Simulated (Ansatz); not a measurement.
`O[SiH2]C[SiH](O)O` + `S[SiH2]Cl` → `O[SiH](O)S[SiH2]Cl` + `C[SiH2]O`  (ligand exchange at the Si–C bond)

Computed with Ansatz on PBE0-D4/def2-TZVP structures; ΔE is electronic, products minus reactants. CBS: MP2 limit from def2 TZ/QZ plus the TZ coupled-cluster correction, frozen cores. This one scheme is used for every species. Functionals use def2-TZVPP. B3LYP here is the variant with VWN-RPA as its local correlation; programs differ in this. Each species was taken in one conformer, which may not be the lowest.

```json
{"level": "PBE-D4", "ΔE (kcal/mol)": "-12.5", "difference from CCSD(T)/CBS": "-0.2"}
{"level": "ωB97X-V", "ΔE (kcal/mol)": "-11.7", "difference from CCSD(T)/CBS": "0.6"}
{"level": "B2PLYP", "ΔE (kcal/mol)": "-12.2", "difference from CCSD(T)/CBS": "0.1"}
{"level": "PBE", "ΔE (kcal/mol)": "-12.5", "difference from CCSD(T)/CBS": "-0.2"}
{"level": "B3LYP", "ΔE (kcal/mol)": "-12.0", "difference from CCSD(T)/CBS": "0.3"}
{"level": "HF/def2-TZVPP", "ΔE (kcal/mol)": "-13.3", "difference from CCSD(T)/CBS": "-1.0"}
{"level": "MP2/def2-TZVPP", "ΔE (kcal/mol)": "-12.5", "difference from CCSD(T)/CBS": "-0.2"}
{"level": "HF/def2-QZVPP", "ΔE (kcal/mol)": "-13.4", "difference from CCSD(T)/CBS": "-1.1"}
{"level": "SCS-MP2/def2-QZVPP", "ΔE (kcal/mol)": "-12.9", "difference from CCSD(T)/CBS": "-0.6"}
{"level": "CCSD/CBS(def2)", "ΔE (kcal/mol)": "-12.2", "difference from CCSD(T)/CBS": "0.1"}
{"level": "CCSD(T)/CBS", "ΔE (kcal/mol)": "-12.3", "difference from CCSD(T)/CBS": "0"}
```

Largest T1 diagnostic among the species: 0.011.

In def2-TZVPP, CCSD(T) changes the Hartree–Fock value by +2.0 kcal/mol (the triples alone add −0.1 kcal/mol) and MP2 by +0.8 kcal/mol.
